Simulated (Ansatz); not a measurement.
One change: `C=N[SiH](C)F` becomes `C[SiH](F)[SiH3]`.

Ansatz, PBE0-D4/def2-TZVP geometries, multiplicity 1. Each molecule was computed in one conformer, which needn't be the lowest.

| property | `C=N[SiH](C)F` |
| --- | --- |
| LUMO energy (PBE0/def2-TZVPP) / eV | -1.05 |
| size of the dipole moment (B3LYP/def2-TZVPP) / D | 0.91 |
| HOMO energy (PBE0/def2-TZVPP) / eV | -7.33 |
| LUMO energy (ωB97M-V/def2-TZVPP) / eV | 1.17 |
| LUMO energy (B3LYP/def2-TZVPP) / eV | -1.31 |
| size of the dipole moment (PBE/def2-TZVPP) / D | 0.89 |

Question: What does the change do to each property? (Estimate.)

Answer: The calculation gave: 
| property | `C[SiH](F)[SiH3]` | shift |
| --- | --- | --- |
| LUMO energy (PBE0/def2-TZVPP) / eV | -0.22 | 0.83 |
| size of the dipole moment (B3LYP/def2-TZVPP) / D | 1.59 | 0.68 |
| HOMO energy (PBE0/def2-TZVPP) / eV | -8.07 | -0.74 |
| LUMO energy (ωB97M-V/def2-TZVPP) / eV | 1.56 | 0.39 |
| LUMO energy (B3LYP/def2-TZVPP) / eV | -0.39 | 0.92 |
| size of the dipole moment (PBE/def2-TZVPP) / D | 1.56 | 0.67 |

With PBE0 the HOMO falls by 0.74 eV and the LUMO rises by 0.83 eV, so the gap widens by about 1.57 eV. PBE moves the HOMO by -1.00 eV and ωB97M-V by -0.43 eV. Dipoles are sizes alone; their direction can turn.

Positive LUMOs are unbound, so they and the gaps depend on the basis.

B3LYP here is the variant with VWN-RPA as its local correlation; programs differ in this.
